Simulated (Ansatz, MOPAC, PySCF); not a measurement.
Dimer: HF (SMILES F) (first 2 atoms) with HI (SMILES I); geometry from B3LYP-D3(BJ)/def2-TZVP, rigid monomers moved along the line of their centres of mass till F1···H4 is 2.01 Å.
(charge 0, multiplicity 1):
```xyz
4

F      0.552     0.619    -0.261
H      0.283    -0.213    -0.565
I     -0.098     0.231     3.202
H      0.313     0.752     1.726
```

Interaction energies are E(AB) − E(A) − E(B) at the monomers' geometry in the complex; basis-set methods are counterpoise corrected.

Frozen-core correlation. Filled d and f shells under p-block atoms count as core. The state reached by PM6 isn't checked.

Run with Ansatz (a first-principles code) with Gaussian orbitals; MOPAC for PM6 (differences of heats of formation); PySCF for the dispersion terms. Each number belongs to the level named beside it. In def2 rows elements past Kr take small-core potentials, without spin–orbit coupling.

| level | interaction energy (kcal/mol) |
|---|---|
| PM6 | 1.42 |
| HF/def2-QZVPPD | 0.74 |
| PBE/def2-TZVPPD | -1.15 |
| PBE-D4/def2-TZVPPD | -1.59 |
| r2SCAN/def2-TZVPPD | -1.38 |
| wB97X-V/def2-TZVPPD | -1.08 |
| SCS-MP2/def2-SVPD | -0.06 |
| SCS-MP2/def2-TZVPPD | -0.14 |
| SCS-MP2/def2-QZVPPD | … |

Question: What belongs in the gaps?

Answer: 
- SCS-MP2/def2-QZVPPD, interaction energy (kcal/mol): -0.41
